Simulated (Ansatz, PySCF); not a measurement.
Gas-phase reaction (SMILES): C[Si](C)(C)O [hydroxy(trimethyl)silane] + [H][H] (H2) → C[SiH](C)C [trimethylsilane] + O (H2O); hydrogen cleaves one Si-O bond, a model of a ligand-exchange step.

Structures are relaxed separately at B3LYP-D3(BJ)/def2-TZVP in Ansatz (a first-principles code), one conformer each, not searched for the lowest. Correlated levels leave the core frozen unless marked. No spin-orbit coupling. No relativistic terms. CBS marks a two-point X^-3 extrapolation of the correlation energy; Hartree-Fock from the larger set. Thermal terms are rigid-rotor harmonic-oscillator values from B3LYP-D3(BJ) frequencies (Ansatz or PySCF) at 298.15 K and 1 atm. 1 Eh = 627.5095 kcal/mol.

```tsv
species	E, CCSD(T)/CBS(cc-pV(T+d)Z,cc-pV(Q+d)Z) (Ansatz) (Eh)	E, r2SCAN-D4/def2-TZVPD (Ansatz + dftd4) (Eh)	H - E (Eh)
C[Si](C)(C)O	-484.51204	-485.09673	0.13401
[H][H] (H2)	-1.17450	-1.17100	0.01336
C[SiH](C)C	-409.27984	-409.81168	0.12691
O (H2O)	-76.37426	-76.42298	0.02495
```

**Question.** Work out ΔE and ΔH at 298.15 K at the first level, then ΔH at the second.

**Answer.** 
1. ΔE = [(-409.27984) + (-76.37426)] - [(-484.51204) + (-1.17450)] = 0.03244 Eh = 20.4 kcal/mol at CCSD(T)/CBS(cc-pV(T+d)Z,cc-pV(Q+d)Z).
2. The terms H - E add up to 0.00449 Eh, so ΔH = (0.03244 + (0.00449))×627.5095 = 23.2 kcal/mol.
3. At r2SCAN-D4/def2-TZVPD the same steps give ΔE = 20.8 and ΔH = 23.6 kcal/mol, a shift of +0.4 from the first level.
4. These values are not checked against measurement here, since the tables used lack a sound gas-phase enthalpy of formation for at least one species.
